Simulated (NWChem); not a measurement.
A series in which one site is exchanged, each optimised at PBE0/def2-SVP with NWChem, gas phase unless a solvent is named. For some, no frequency run checked for a minimum. def2 effective core potentials on Hf; no spin-orbit coupling.

A: [CH3][GeH2][CH3] (C2H8Ge; site = Ge)
B: [HfH2]([CH3])[CH3] (C$_{2}$H$_{8}$Hf; site = Hf)
C: C[SiH2]C (C₂H₈Si; site = Si)

| quantity | A | B | C |
|---|---|---|---|
| dipole (D), PBE0/def2-SVP | 0.74 | [?] | 0.80 |
| orbital gap (eV), PBE0/def2-SVP | 10.14 | [?] | 10.40 |
| static polarisability, PBE0/def2-SVPD (bohr³) | 58.5 | [?] | 54.7 |
| lowest singlet excitation, PBE0/def2-SVPD, TDA (eV) | 7.91 | [?] | 8.21 |

### Question
Some entries are withheld; supply them.

### Answer

- dipole (D), PBE0/def2-SVP, B: 1.22
- orbital gap (eV), PBE0/def2-SVP, B: 6.39
- static polarisability, PBE0/def2-SVPD (bohr³), B: 75.1
- lowest singlet excitation, PBE0/def2-SVPD, TDA (eV), B: 4.53
